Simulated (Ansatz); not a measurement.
Species: C2H9BO3Si (charge 0, singlet). 
Structure (B3LYP-D3(BJ)/def2-TZVP (Ansatz, a quantum-chemistry and plane-wave program) minimum search):
```xyz
16

C     -2.1160     1.4315     0.5494
Si    -1.0514     0.4086    -0.5868
C     -1.6124    -1.3796    -0.6030
O      0.5164     0.5360    -0.0881
B      1.5976    -0.2088     0.3111
O      2.7790     0.4106     0.6064
O      1.5813    -1.5717     0.4450
H     -3.1568     1.4246     0.2168
H     -1.7774     2.4690     0.5722
H     -2.0850     1.0438     1.5703
H     -1.1140     0.9458    -1.9672
H     -1.5884    -1.8230     0.3963
H     -1.0070    -1.9923    -1.2758
H     -2.6445    -1.4422    -0.9569
H      2.7237     1.3630     0.4883
H      0.7376    -1.9756     0.2302
```

Property: atomisation energy (electronic, to ground-state atoms), in kcal/mol. Correlated levels leave the core frozen unless marked. Open shells are spin-unrestricted. Spin-orbit coupling is left out. Non-relativistic. The coupled-cluster limit lacks core correlation, which all-electron functionals hold. CBS marks a two-point X^-3 extrapolation of the correlation energy; Hartree-Fock from the larger set.

| level | program | atomisation energy (kcal/mol) | minus last row |
|---|---|---|---|
| revPBE-D4/def2-TZVPD | Ansatz + dftd4 | 1552.1 | -23.2 |
| r2SCAN-D3(BJ)/def2-TZVPD | Ansatz + dftd3 | 1576.6 | 1.3 |
| r2SCAN-D4/def2-TZVPD | Ansatz + dftd4 | 1576.3 | 1.0 |
| PBE0/STO-3G | Ansatz | 1788.3 | 213.0 |
| PBE0/def2-TZVP | Ansatz | 1559.7 | -15.6 |
| HSE06-D3(BJ)/def2-TZVPD | Ansatz + dftd3 | 1567.2 | -8.1 |
| B2GP-PLYP-D3(BJ)/def2-TZVPD | Ansatz + dftd3 | 1555.6 | -19.7 |
| RPA@PBE/cc-pV(T+d)Z | Ansatz | 1467.2 | -108.1 |
| CCSD(T)/STO-3G | Ansatz | 1529.3 | -46.0 |
| CCSD(T)/CBS(cc-pV(T+d)Z,cc-pV(Q+d)Z) | Ansatz | 1575.3 | 0.0 |
